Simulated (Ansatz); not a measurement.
Computed with Ansatz.

A structure relaxed at PBE0-D4/def2-TZVP, charge 0, multiplicity 1:

```xyz
10

C    -1.9561   -0.4801   -0.2301
Al   -0.0657   -0.6279   -0.6894
Sn    1.8123    0.7692    0.5790
H    -2.5280   -0.1315   -1.0975
H    -2.1533    0.1999    0.6006
H    -2.3623   -1.4639    0.0297
H     0.3807   -1.6094   -1.8604
H     2.9891   -0.2332    1.3196
H     1.1982    1.7751    1.8234
H     2.6851    1.8017   -0.4748
```

Question: Give its formula and SMILES.

Answer: CH7AlSn, `[CH3][AlH][SnH3]`.

Question: Point group (tolerance 0.08 Å, 0.16 Å for H)?

Answer: Cs.

Question: Summarise the bond lengths by kind.

Answer: 1 × Al–C 1.951 Å; 3 × C–H 1.092 to 1.096 Å; 1 × Al–Sn 2.662 Å; 1 × Al–H 1.592 Å; 3 × H–Sn 1.714 Å.
